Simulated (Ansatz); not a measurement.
H₂Se₂Si (`[SiH2]1[Se][Se]1`), relaxed with RKS PBE0-D4/def2-TZVP in Ansatz from a PBE-D4/def2-SVP geometry. The force threshold is 0.005 eV/Å; the program also tests the step.

The species carries charge 0 and has multiplicity 1.

Start:

```xyz
5

Si    0.153   -0.374   -0.144
Se    0.605    1.774    0.435
Se   -1.660    0.796    0.558
H     0.231   -0.736   -1.596
H     0.671   -1.460    0.748
```

Q: How much energy does the relaxation release, and in how many steps? (Estimate.)

A: Computed: 2.82 kJ/mol, in 2 steps.

Q: Which bonds change most? (Best estimate.)

A: The calculation gave: Se2–Se3 from 2.470 to 2.424 Å; Si1–Se2 from 2.270 to 2.240 Å; Si1–Se3 from 2.269 to 2.240 Å; Si1–H4 from 1.499 to 1.478 Å.

Q: Give the relaxed structure. (An estimate is asked.)

A: The calculation gave: 
```xyz
5

Si    0.153   -0.372   -0.144
Se    0.590    1.749    0.430
Se   -1.632    0.789    0.550
H     0.227   -0.724   -1.577
H     0.662   -1.441    0.741
```
